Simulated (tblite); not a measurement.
Species: C5H10F3OP.
Z-matrix (Å and degrees, GFN2-xTB geometry), rows numbered from 1:
```
C 
C   1  1.5222
P   2  1.8342  1  108.00
O   3  1.4628  2  114.40  1    61.23
C   3  1.8505  2  104.95  1  -175.08
C   5  1.5212  3  109.36  2  -161.39
C   6  1.5106  5  110.11  3   -72.64
F   7  1.3414  6  112.26  5    55.77
F   7  1.3380  6  112.63  5   176.70
F   7  1.3460  6  112.22  5   -63.41
H   1  1.0885  2  109.59  3   -55.77
H   1  1.0881  2  111.14  3  -176.07
H   1  1.0893  2  110.44  3    63.27
H   2  1.0933  1  110.43  3   117.28
H   2  1.0902  1  111.34  3  -121.70
H   3  1.3896  2  102.60  1   -63.89
H   5  1.0940  3  106.12  2   -43.83
H   5  1.0901  3  111.79  2    74.47
H   6  1.0938  5  109.43  3    45.16
H   6  1.0918  5  112.23  3   167.12
```

Level: GFN2-xTB in tblite, geometry and Hessian alike; calculated harmonic values, unscaled, isolated species. Errors from tens to a few hundred cm⁻¹ against measured bands are possible. Modes of hydrogen on phosphorus can be 10 to 20 % off. One conformer, not necessarily the lowest.

Harmonic wavenumbers (cm⁻¹): 32.8, 69.3, 74.9, 96.1, 138.3, 176.4, 193.8, 225.3, 254.4, 332.2, 345.7, 381.7, 430.9, 476.5, 509.1, 573.9, 672.4, 719.8, 729.0, 770.4, 818.5, 895.2, 917.5, 928.2, 995.8, 1014.4, 1021.4, 1045.9, 1069.6, 1081.7, 1135.6, 1178.0, 1197.1, 1214.0, 1249.9, 1257.3, 1283.1, 1324.5, 1405.8, 1420.0, 1430.5, 1433.3, 1487.5, 1491.7, 2322.7, 2945.8, 2950.5, 2975.3, 2979.9, 2991.5, 2992.9, 3016.6, 3028.0, 3033.9.

A = 2694, B = 561.2, C = 542.5 MHz; mass 174.042 u (most abundant isotopes); point group C1, symmetry number 1.

Question: Zero-point energy?

Answer: Half the sum of the wavenumbers: 32368 cm⁻¹ = 387.21 kJ/mol.

Question: Entropy at 400 K, 1 bar (ideal gas, RRHO, classical rotation)?

Answer: Translation 179.31, rotation 130.65, vibration 206.29: S = 516.2 J/(mol K).

Question: And Cp and H(400 K) − H(0)?

Answer: Cp = 229.58 J/(mol K), of which vibrations give 196.32 (their classical limit is 54 R = 449.0); H(400 K) − H(0) = 54.71 kJ/mol without the zero-point energy, 41.41 from vibrations.

Question: What must be added to the electronic energy to get the Gibbs energy at 400 K and 1 bar?

Answer: ZPE + [H(400 K) − H(0)] − T·S = 387.21 + 54.71 − 206.50 = 235.42 kJ/mol.

Question: Blend soft modes into free rotors: weight 1/[1 + (100 cm⁻¹/ν̃)⁴] for the oscillator and the rest for a rotor with moment μB/(μ + B), μ = h/(8π²ν), B = 10⁻⁴⁴ kg m². What vibrational entropy results?

Answer: 187.38 J/(mol K) in place of 206.29, which changes −T·S at 400 K by +7.56 kJ/mol.

Hindered rotation and anharmonicity are outside this model. Other conformers, if any are populated, would add a mixing term that is left out. The structure is chiral; the term R ln 2 for an equal mix with its mirror image is left out.
